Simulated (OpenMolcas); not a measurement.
# Tc II: effect of the IPEA shift

```yaml
Program: OpenMolcas 26.06
Basis: ANO-RCC-VQZP [8s7p5d3f2g1h]
Scalar_Hamiltonian: DKH2, point nucleus
Active_space: 6 electrons in 6 orbitals (4d 5s)
State_averaging: 2S+1 = 7 even, 1 root; 2S+1 = 5 even, 30 roots kept (CI in the orbitals of an earlier block); 2S+1 = 3 even, 72 roots kept (CI in the orbitals of an earlier block); 2S+1 = 1 even, 23 roots kept (CI in the orbitals of an earlier block)
Spin-orbit_coupling: state interaction with AMFI integrals over the reference wave functions, term energies averaged over their components
```

Methods on the same reference wave functions:
A. CASSCF
B. MS-CASPT2, IPEA 0.25 Eh, imaginary shift 0.1 Eh (closed shells correlated: 4s 4p)
C. MS-CASPT2, IPEA 0.5 Eh, imaginary shift 0.1 Eh (closed shells correlated: 4s 4p)

Energies in cm⁻¹ above 4d⁵ 5s ⁷S₃.

```tsv
Level	A	B	C
4d⁵ 5s ⁷S₃	0.0	0.0	0.0
4d⁵ 5s ⁵S₂	17549	12030	12750
4d⁶ ⁵D₄	18013	5120	4720
4d⁶ ⁵D₃	18806	6010	5600
4d⁶ ⁵D₂	19321	6570	6170
4d⁶ ⁵D₁	19649	6930	6520
4d⁶ ⁵D₀	19811	7100	6690
4d⁵ 5s ⁵G₂	26648	21850	21940
4d⁵ 5s ⁵G₃	26704	21910	22000
4d⁵ 5s ⁵G₄	26769	21990	22080
4d⁵ 5s ⁵G₅	26825	22070	22150
4d⁵ 5s ⁵G₆	26857	22120	22200
4d⁵ 5s ⁵D₄	32972	26270	26590
4d⁵ 5s ⁵D₀ [65 %]	33301	26280	26680
4d⁵ 5s ⁵D₁	33449	26740	27030
4d⁶ ³P₂	34037	19850	20390
4d⁵ 5s ³G₅(1)	34170	23130	23940
4d⁵ 5s ³G₄(1)	34228	23400	24210
4d⁵ 5s ³G₃(1)	34688	23500	24340
4d⁶ ³H₆	35381	18830	18870
4d⁶ ³P₁ [64 %]	35489	21500	22040
4d⁶ ³H₅	36100	19250	19310
4d⁶ ³H₄ [51 %]	36163	19090	19290
4d⁶ ³P₀	36240	21610	22180
```

Between B and C the level of the table that moves most is 4d⁵ 5s ³G₃(1), by 830 cm-1 (lowest in B, highest in C). Moves below CASPT2's spread within the term are not significant.

From A to B the spin-free energies of the other terms of 4d⁵ 5s shown, above ⁷S, scale by factors of 0.67 to 0.82.

The lowest spin-free term lies below A's lowest term by 0.446 hartree in B, 0.430 hartree in C.

Term energies are means over components that CASPT2 splits; among the terms shown or strongly mixed into the levels shown the widest spread is 540 cm-1 (4d⁵ 5s ³G(1), C). Over all roots computed the reference weight is 0.87 to 0.92 in B; the roots of lowest weight are the least certain, and an intruder state may touch them. Terms from blocks run as CI alone lack orbitals of their own. Configurations are named by rounded mean occupations; where the s occupation lies near a half they are strongly mixed, a name can repeat and a true partner stay unpaired. A single d shell beside an s shell can misplace configurations of different d count against each other. Without dynamic correlation excited terms often stand tens of per cent too high (terms of higher spin than the ground term too low), and those without a measured partner can miss by more than the paired ones (holds for A). Blocks of more than 70 roots (2S+1 = 3 even) ran without multistate coupling (holds for B; C). The CASPT2 spread within a term exceeds the gap to the next term for 4d⁶ ¹S and 4d⁵ 5s ⁵D, so the order of their levels is uncertain, and so are names and mixing where such terms share a J (holds for C). Only configurations of the active space appear. The table leaves out levels that lie high or whose names do not pair safely across all columns.

A share in square brackets marks a mixed level and gives the weight of the term that names it, the lowest over the columns. A number in round brackets counts repeated terms of one configuration in the order of the reference energies.
